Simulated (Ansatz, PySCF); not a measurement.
Torsion H4–O1–Ge2–Cl3 in ClGeHO (SMILES [OH][Ge][Cl]); at each angle all else is relaxed with GFN2-xTB, and the levels are single points there.
Geometry at 0° (charge 0, multiplicity 1):
| atom | x (Å) | y (Å) | z (Å) |
|---|---|---|---|
| O | -1.0298 | 0.1401 | 0.2124 |
| Ge | 0.4577 | 1.0038 | -0.1216 |
| Cl | 1.2462 | -0.2086 | -1.7609 |
| H | -1.4062 | -0.6392 | -0.1940 |
Energies count from the point at 0°.

Correlated levels freeze the cores. Filled d and f shells under p-block atoms count as core. CBS: X⁻³ extrapolation of the correlation energy, Hartree–Fock from the larger set.

Programs: Ansatz (Gaussian orbitals); PySCF for the dispersion terms. 

Energies in meV.

| dihedral (°) | r2SCAN-D4/def2-TZVPP | wB97M-V/def2-TZVPP | CCSD/def2-SVP | CCSD(T)/CBS(def2-TZVPP, def2-QZVPP) |
|---|---|---|---|---|
| 0 | 0.0 | 0.0 | 0.0 | 0.0 |
| 30 | 82.6 | 80.1 | 85.2 | 77.5 |
| 60 | 309.2 | 304.3 | 319.3 | 301.7 |
| 150 | 170.5 | 180.9 | 194.9 | 166.0 |
| 180 | 96.0 | 112.4 | 120.5 | 98.0 |
| 210 | 170.5 | 180.9 | 194.9 | 166.0 |
| 300 | 309.2 | 304.3 | 319.3 | 301.7 |
| 330 | 82.6 | 80.1 | 85.2 | 77.5 |

Ansatz is an electronic-structure program.
